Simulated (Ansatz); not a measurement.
Consider the formal exchange of groups at the Si–N bond: `N[SiH](F)CCl` + `CC/C(O)=C/F` → `C[SiH](F)CCl` + `NC/C(O)=C\F`.

Isolated molecules relaxed with PBE0-D4/def2-TZVP in Ansatz; ΔE leaves out vibrations. CCSD(T)/CBS is the MP2 limit (def2-TZVPP, def2-QZVPP) plus CCSD(T) − MP2 in def2-TZVPP, frozen cores. Double bonds are as drawn, so ΔE can hold a change between cis and trans. One conformer a species, not always the lowest.

`N[SiH](F)CCl`:

Z-matrix (Å, degrees):
```
Si
F 1 1.607
C 1 1.873 2 103.7
N 1 1.689 2 113.8 3 120.2
H 1 1.477 2 106.8 3 -119.8
Cl 3 1.784 1 110.5 2 -171.4
H 3 1.092 1 111.9 2 68.4
H 3 1.091 1 111.1 2 -52.0
H 4 1.005 1 123.9 2 -76.6
H 4 1.005 1 122.5 2 90.9
```

`CC/C(O)=C/F`:

Z-matrix (Å, degrees):
```
C
C 1 1.524
H 1 1.091 2 110.9
H 1 1.092 2 110.8 3 -120.0
H 1 1.092 2 110.6 3 120.0
C 2 1.487 1 112.9 3 58.1
H 2 1.096 1 109.6 3 -62.5
H 2 1.093 1 110.5 3 179.8
C 6 1.328 2 123.4 1 117.4
O 6 1.355 2 114.1 1 -62.2
F 9 1.356 6 119.5 2 -179.6
H 9 1.079 6 126.2 2 0.5
H 10 0.964 6 108.5 2 179.0
```

`C[SiH](F)CCl`:

Cartesian coordinates in Å:
```
C 1.301 -0.814 -0.359
Si -0.488 -0.567 0.043
F -0.858 -1.420 1.353
C -0.873 1.226 0.441
Cl -0.563 2.176 -1.043
H 1.505 -1.862 -0.587
H 1.935 -0.517 0.480
H 1.579 -0.214 -1.229
H -1.382 -1.016 -1.051
H -0.240 1.631 1.232
H -1.916 1.378 0.719
```

`NC/C(O)=C\F`:

Z-matrix (Å, degrees):
```
C
C 1 1.502
N 1 1.460 2 108.2
H 1 1.093 2 110.3 3 -126.3
H 1 1.095 2 108.5 3 116.4
C 2 1.327 1 124.5 3 146.0
O 2 1.352 1 114.6 3 -35.2
H 3 1.012 1 111.3 2 -83.9
H 3 1.010 1 111.7 2 155.2
F 6 1.350 2 120.5 1 0.9
H 6 1.081 2 125.4 1 179.2
H 7 0.976 2 103.9 1 18.4
```

| level | ΔE (kcal/mol) |
| --- | --- |
| SCS-MP2/def2-TZVPP | 24.0 |
| MP2/CBS(def2) | 24.9 |

Question: What does CCSD(T)/CBS give? (Best estimate.)

Answer: Computed: +23.8 kcal/mol. The listed levels differ from it by 0.2, 1.1 kcal/mol.

Largest T1 diagnostic among the species: 0.012.

In def2-TZVPP, CCSD(T) changes the Hartree–Fock value by −3.2 kcal/mol (the triples alone add −0.6 kcal/mol) and MP2 by −2.1 kcal/mol. From PBE to PBE0 (25 % exact exchange), in def2-TZVPP and without D4, ΔE moves by +1.1 kcal/mol.
